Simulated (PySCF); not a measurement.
HNSi, SMILES [NH+]#[Si-]. The structure is a stationary point at PBE-D3(BJ)/def2-TZVPD.

All values below come from PySCF with PBE-D3(BJ)/def2-TZVPD.

Harmonic wavenumbers (cm⁻¹): 510, 510, 1191, 3638. Rotational constants (GHz): 18.72 (linear); symmetry number 1.

Q: Work out the zero-point energy and the ideal-gas rigid-rotor harmonic-oscillator thermochemistry at 298.15 K and 1 atm.

A: ZPE = ½ Σ hcν = ½ × 5849 cm⁻¹ = 8.36 kcal/mol. H − E(el) = 10.72 kcal/mol. Entropy in cal/(mol K): translation 37.21, rotation 13.52, vibration 1.31, total 52.04. G − E(el) = -4.80 kcal/mol. Cp = 9.62 cal/(mol K).
